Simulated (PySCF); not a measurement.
H₃NSSn, SMILES [NH2][Sn][SH] (connectivity only; charge and spin as stated), neutral, multiplicity 1.

Coordinates come from a B3LYP-D3(BJ)/def2-SVP optimisation. The def2 effective core potentials stand for the cores of Sn; spin–orbit coupling is left out. One conformer was computed; it need not be the lowest.

These are C-PCM-M06-2X/def2-SVP (PySCF) values and carry that method's errors.

The values are the electrostatic part of the solvation free energy, E(continuum) − E(gas) at the gas-phase geometry, in a cavity of scaled van der Waals radii (PySCF's table); cavitation and dispersion terms are not included. A continuum can't describe solvent molecules that bind to the metal. In vacuum the orbital gap is 6.88 eV. The dipole moment in vacuum is 2.18 D.

Computed values in water (ε = 78.36), acetone (ε = 20.49), toluene (ε = 2.37):
```tsv
solvent	ε	ΔG(elec) (kcal/mol)	dipole (D)	gap (eV)
water	78.36	-5.4	3.06	7.03
acetone	20.49	-5.1	3.01	7.02
toluene	2.37	-3.0	2.62	6.96
```
